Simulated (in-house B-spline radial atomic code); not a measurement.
A fraction x of an electron is removed from 3p in Cl II (Cl+), starting from [Ne] 3s2 3p4 and keeping the highest spin. All numbers are computed (scalar-relativistic (X2C) PBEsol, spin-polarised, spherical fractional occupations; Fermi nucleus of rms radius 3.3654 fm) with a radial B-spline atomic code at the basis-set limit, not measured.

```json
{"x": "0", "E(x) - E(0) (eV)": "0.0000", "3p down level (eV)": "-18.159"}
{"x": "0.08", "E(x) - E(0) (eV)": "1.4868", "3p down level (eV)": "-19.013"}
{"x": "0.2", "E(x) - E(0) (eV)": "3.8457", "3p down level (eV)": "-20.304"}
{"x": "0.37", "E(x) - E(0) (eV)": "7.4541", "3p down level (eV)": "-22.152"}
{"x": "0.42", "E(x) - E(0) (eV)": "8.5754", "3p down level (eV)": "-22.699"}
{"x": "0.5", "E(x) - E(0) (eV)": "10.4264", "3p down level (eV)": "-23.578"}
{"x": "0.53", "E(x) - E(0) (eV)": "11.1387", "3p down level (eV)": "-23.908"}
{"x": "0.67", "E(x) - E(0) (eV)": "14.5941", "3p down level (eV)": "-25.456"}
{"x": "0.77", "E(x) - E(0) (eV)": "17.1952", "3p down level (eV)": "-26.567"}
{"x": "0.99", "E(x) - E(0) (eV)": "23.3094", "3p down level (eV)": "-29.018"}
{"x": "1", "E(x) - E(0) (eV)": "23.6001", "3p down level (eV)": "-"}
```

The exact functional would give a straight line between the two integer points. Deviations E(x) - E(0) - x[E(1) - E(0)], in eV: -0.401 at x = 0.08, -0.874 at x = 0.2, -1.278 at x = 0.37, -1.337 at x = 0.42, -1.374 at x = 0.5, -1.369 at x = 0.53, -1.218 at x = 0.67, -0.977 at x = 0.77, -0.055 at x = 0.99.

The curve lies below the straight line by up to 1.374 eV (at x = 0.5): convex, the delocalisation error that favours fractional charges.

Task: How well does Slater's transition state (minus the level at half occupation) give the ionisation energy?

Result: It gives 23.578 eV against 23.600 eV from the two total energies; NIST lists 23.81 eV, ground level to ground level.
